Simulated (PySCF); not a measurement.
Structure problem from calculated spectra and properties.

Formula: C11H14.

* 1H NMR: chemical shifts (computed TMS as zero) by class: 7.06 (1 H), 7.03 (1 H), 6.97 (1 H), 2.67 (2 H), 2.64 (2 H), 2.31 (3 H), 1.65 (2 H), 1.64 (2 H) ppm [GIAO PBE0/pcSseg-1]
* Couplings: largest of the computed one-bond spin–spin couplings (means over like bonds): 13C–1H +163.0, 13C–1H +161.1, 13C–1H +158.8, 13C–1H +132.6 (×2), 13C–1H +132.6 (×3), 13C–1H +132.5 (×2), 13C–1H +131.8 (×2), 13C–1H +131.7 (×2) Hz [B3LYP/pcJ-1, spin–dipole term left out]
* Rotational structure: rotational constants A, B, C: 2.523, 0.766, 0.604 GHz [PBE0-D3(BJ)/def2-SVP]
* Polarisability: 126.7 au [PBE0/def2-SVPD]
* Triplet: lowest triplet excitation (Tamm–Dancoff): 3.90 eV [TDA PBE0/def2-SVPD]
* 13C NMR: chemical shifts (computed TMS as zero) by class: 141.1 (1 C), 139.8 (1 C), 138.3 (1 C), 135.1 (1 C), 134.6 (1 C), 131.8 (1 C), 31.8 (1 C), 31.6 (1 C), 25.8 (1 C), 25.8 (1 C), 22.9 (1 C) ppm [GIAO PBE0/pcSseg-1]

Gas-phase values; electronic properties from PySCF, density fitting. Levels stand in brackets. NMR shifts are as computed; neighbouring signals can stand in another order in a measured spectrum. Isolated species at its PBE0-D3(BJ)/def2-SVP geometry (one conformer only). Each NMR value is the plain mean over a class of atoms that symmetry, rotation or inversion makes alike.

**Question.** Propose a structure and show how it fits.

**Answer.** Numbering: `[CH3:1][c:2]1[cH:3][cH:4][c:5]2[c:6]([cH:7]1)[CH2:8][CH2:9][CH2:10][CH2:11]2`. Its formula, C11H14, gives 5 degrees of unsaturation: 2 rings and 3 π bonds in the structure found (Kekulé form). 11 carbons fall into 11 classes; from least to most shielded: substituted aromatic carbon [C6] (141.1 ppm), substituted aromatic carbon [C2] (139.8 ppm), substituted aromatic carbon [C5] (138.3 ppm), aromatic CH carbon [C7] (135.1 ppm), aromatic CH carbon [C4] (134.6 ppm), aromatic CH carbon [C3] (131.8 ppm), benzylic-type carbon [C8] (31.8 ppm), benzylic-type carbon [C11] (31.6 ppm), ring CH2 carbon [C9] (25.8 ppm), ring CH2 carbon [C10] (25.8 ppm), benzylic-type carbon [C1] (22.9 ppm). Hydrogen classes from least to most shielded: 1 H on an aromatic CH carbon, C4 (7.06 ppm), 1 H on an aromatic CH carbon, C3 (7.03 ppm), 1 H on an aromatic CH carbon, C7 (6.97 ppm), 2 H on a benzylic-type carbon, C8 (2.67 ppm), 2 H on a benzylic-type carbon, C11 (2.64 ppm), 3 H on a benzylic-type carbon, C1 (2.31 ppm), 2 H on a ring CH2 carbon, C9 (1.65 ppm), 2 H on a ring CH2 carbon, C10 (1.64 ppm). The couplings run between: +163.0 Hz, aromatic CH carbon [C3] and its hydrogen; +161.1 Hz, aromatic CH carbon [C4] and its hydrogen; +158.8 Hz, aromatic CH carbon [C7] and its hydrogen; +132.6 Hz, ring CH2 carbon [C10] and its hydrogen (with 1 like pair); +132.6 Hz, benzylic-type carbon [C1] and its hydrogen (with 2 like pairs); +132.5 Hz, ring CH2 carbon [C9] and its hydrogen (with 1 like pair); +131.8 Hz, benzylic-type carbon [C11] and its hydrogen (with 1 like pair); +131.7 Hz, benzylic-type carbon [C8] and its hydrogen (with 1 like pair). The optimised geometry has point group C1 and is an asymmetric top. Structure: 6-methyltetralin (`CC1=CC2=C(C=C1)CCCC2`). Computed isomers that give other values at the same levels: `C=C(CCC)c1ccccc1` (rotational constant A: 1.822 GHz; this holds for the one conformer computed); `CCC/C=C\c1ccccc1` (13C chemical shifts (computed TMS as zero) by class: 142.7 (1 C), 141.9 (1 C), 136.3 (1 C), 135.0 (2 C), 133.4 (2 C), 132.0 (1 C), 34.7 (1 C), 27.4 (1 C), 16.5 (1 C) ppm); `CCCC12C=CC(C=C1)C=C2` (smallest rotational constant: 0.714 GHz; this holds for the one conformer computed). The assignments are read from this structure; whether some other isomer fits the data as well wasn't checked.
